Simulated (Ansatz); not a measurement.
In7Sb7H20, a nanocrystal cut from zinc blende InSb (hydrogen-capped), relaxed as a singlet with RKS PBE-D4/def2-SVP in Ansatz, starting from a model built from a lattice or polyhedron. Force threshold 0.03 eV/Å.

In the def2 sets In, Sb take a core potential; there is no spin–orbit coupling. Single mean-field runs in def2-SVP are fitted with def2-universal-jkfit.

Start:

```
atom    x (Å)    y (Å)    z (Å)
 In1  -3.5253   1.1002   1.9968
 In2   2.0344  -3.3982  -1.4680
 In3   0.3255  -1.3617   2.2781
 In4  -1.8280  -0.9281  -1.7352
 In5  -1.6806   3.6122  -1.3360
 In6   2.1872   1.1734  -1.0365
 In7   0.4654   3.1937   2.6843
 Sb8  -0.4621  -3.1895  -2.7154
 Sb9  -2.2209  -1.1969   1.0274
Sb10  -2.0319   3.3920   1.4324
Sb11   1.6749  -3.6066   1.3619
Sb12   3.5528  -1.0631  -1.9956
Sb13   1.8020   0.9364   1.7339
Sb14  -0.3349   1.3563  -2.2797
 H15  -3.7690   0.9475   3.7287
 H16  -5.0863   1.2073   1.2315
 H17   2.8846  -4.7840  -2.0437
 H18   0.1100  -1.5179   4.0015
 H19  -3.3943  -0.7992  -2.5000
 H20  -3.2450   3.7401  -2.0979
 H21  -0.7350   5.0407  -1.6752
 H22   3.1143   2.5817  -1.4020
 H23   0.2720   3.0411   4.4215
 H24   1.4252   4.6270   2.3387
 H25  -1.3912  -4.6137  -2.3664
 H26  -0.2486  -3.0655  -4.3712
 H27  -3.1149  -2.5710   1.3802
 H28  -2.8767   4.7676   2.0531
 H29   0.7707  -5.0314   1.6832
 H30   3.2156  -3.7348   2.0886
 H31   5.0801  -1.2010  -1.2319
 H32   3.7769  -0.9769  -3.6979
 H33   3.3688   0.8040   2.5058
 H34  -0.1158   1.5182  -3.9948
```

**Question.** Estimate the energy that the relaxation releases and the steps that it takes.

**Answer.** 179.5 kJ/mol, in 7 steps; 52 s on 2 threads of AMD EPYC 7R13 on a shared host and a share (18 GiB) of an NVIDIA H100 80GB HBM3. No frequencies were taken in this run, so the end may be a saddle point.

**Question.** Does the start keep its bonding and symmetry?

**Answer.** By distances, no bond broke or formed. The bond that changes most is In3–Sb11, from 2.77 to 2.94 Å (atoms count from 1). Point group C3v at the start, C3v at the end, both within 0.05 Å; within 0.015 Å the end is Cs.

**Question.** Predict the relaxed structure.

**Answer.** 
```csv
atom,x (Å),y (Å),z (Å)
In1,-3.8329,1.2257,2.1756
In2,2.2727,-3.7952,-1.6158
In3,0.2426,-1.2698,2.4479
In4,-1.9923,-0.8296,-1.7421
In5,-1.8367,3.9490,-1.4007
In6,2.1770,1.3677,-1.0219
In7,0.4775,3.4905,2.9200
Sb8,-0.3444,-3.1257,-2.5716
Sb9,-2.2170,-0.9918,1.0749
Sb10,-1.9430,3.2445,1.3857
Sb11,1.6509,-3.5171,1.1681
Sb12,3.3743,-1.1672,-1.9249
Sb13,1.6881,1.0614,1.7495
Sb14,-0.4081,1.4771,-2.1693
H15,-3.7618,0.9536,3.8932
H16,-5.2298,1.2540,1.1379
H17,3.1136,-5.1910,-2.2071
H18,0.2009,-1.7460,4.1244
H19,-3.4349,-1.0292,-2.7004
H20,-3.3979,3.7522,-2.1443
H21,-0.6521,5.1936,-1.6777
H22,3.3559,2.5492,-1.5257
H23,0.2034,3.0395,4.5784
H24,1.4745,4.7721,2.2937
H25,-1.2509,-4.5855,-2.4555
H26,-0.2186,-3.1801,-4.2886
H27,-2.9786,-2.5186,1.3220
H28,-2.7768,4.6330,1.9788
H29,0.9258,-5.0131,1.6179
H30,3.1327,-3.8322,1.9875
H31,4.9950,-1.2944,-1.3561
H32,3.8203,-1.0598,-3.5850
H33,3.2580,0.7569,2.3936
H34,-0.0874,1.4263,-3.8625
```
Bond lengths (bridged metal pairs left out): 18 × In–Sb 2.83 to 2.96 Å; 10 × H–Sb 1.72 Å; 10 × H–In 1.73 to 1.74 Å.
